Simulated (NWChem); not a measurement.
Molecule: CH₄Si, singlet; SMILES [SiH]C

Program: NWChem. Low-valent species are run as closed-shell singlets; no triplet was tried in these runs. Each level has its own optimisation; frequencies are unscaled.

For level LDA (Slater exchange, VWN5)/def2-SVP:

```yaml
lowest (cm⁻¹): 47
dipole (D): 1.36
```

Problem. Estimate the same quantities for level B3LYP/def2-TZVP.

Solution. 
| Property | Value |
|---|---|
| lowest (cm⁻¹) | 143 |
| dipole (D) | 1.01 |
